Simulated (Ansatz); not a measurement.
Total energies of `O=[CH][Ga]([F])[GeH3]`.

```xyz
9

O    -0.027    0.009    2.750
C    -0.720    0.686    2.039
Ga   -0.552    0.548    0.009
F    -1.627    1.694   -0.801
Ge    0.858   -0.860   -1.399
H    -1.454    1.396    2.491
H     2.281   -0.278   -1.427
H     0.928   -2.284   -0.829
H     0.312   -0.912   -2.832
```

The species carries charge 0 and has multiplicity 1. Correlated methods include outer-core shells of Ga, Ge, which these sets cover unevenly. Scalar relativity is left out up to krypton. Geometry: relaxed with PBE0-D4/def2-TZVP. It is one conformer, not always the lowest. Basis def2-TZVPP, Ansatz 0.2.0.

RPA on PBE orbitals: Hartree–Fock energy of these orbitals -4213.12820 Eh, correlation -1.73281 Eh (frozen core).

| functional | energy without D4 (Eh) | D4 term (kJ/mol) |
| --- | --- | --- |
| LDA (SPW92) | -4209.81612 | – |
| PBE | -4216.71941 | -17.9 |
| revPBE | -4217.18384 | -46.0 |
| r2SCAN | -4217.42931 | -4.3 |
| PBE0 | -4216.80894 | -15.4 |
| B3LYP | -4217.65222 | -29.1 |
| r2SCANh | -4217.39613 | -4.7 |
| HSE06 (plane-wave form) | -4216.79933 | -14.6 |
| CAM-B3LYP | -4217.72133 | -16.0 |
| LC-ωPBE | -4216.89704 | – |
| ωB97X-V | -4217.11009 | – |
| ωB97M-V | -4217.26155 | – |
| B2PLYP | -4216.68247 | – |
| PBE-QIDH | -4216.11318 | – |

Q: Give the same for BLYP, B97M-V, r2SCAN0, BHLYP. (Estimate.)

A: Computed: 
| functional | energy without D4 (Eh) | D4 term (kJ/mol) |
| --- | --- | --- |
| BLYP | -4217.64687 | -37.9 |
| B97M-V | -4216.73356 | – |
| r2SCAN0 | -4217.34896 | -5.2 |
| BHLYP | -4217.40260 | -25.8 |

B3LYP takes the VWN-RPA correlation (the form of Gaussian; ORCA's B3LYP/G). HSE06 is the plane-wave form, built on full-range PBE exchange. The double hybrids freeze the cores in their second-order part.

LC-ωPBE has ω = 0.4 bohr⁻¹.
